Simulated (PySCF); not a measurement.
Electron correlation in La⁺ (lanthanum, charge +1)

[Xe] 5d2, high-spin 3F determinant. Calculation: PySCF 2.14, in def2-TZVP with the def2 core potential (46 electrons); scalar relativity through the core potential. Frozen: nothing; 10 electrons correlated.

MP2 pair energies summed by pair of shells (mhartree):

| pair | energy | share (%) |
| --- | --- | --- |
| 5p-5p | -74.40 | 54.3 |
| 5p-5d | -39.06 | 28.5 |
| 5s-5p | -14.73 | 10.7 |
| 5s-5s | -3.46 | 2.5 |
| 5s-5d | -2.74 | 2.0 |
| 5d-5d | -2.69 | 2.0 |

Total MP2 correlation energy: -137.09 mhartree.

Same-spin part -40.71 and opposite-spin part -96.38 mhartree; SCS-MP2 scales them by 1/3 and 6/5 to -129.23 mhartree.

The basis has no tight functions for the innermost shells, so their pair energies are far from complete.
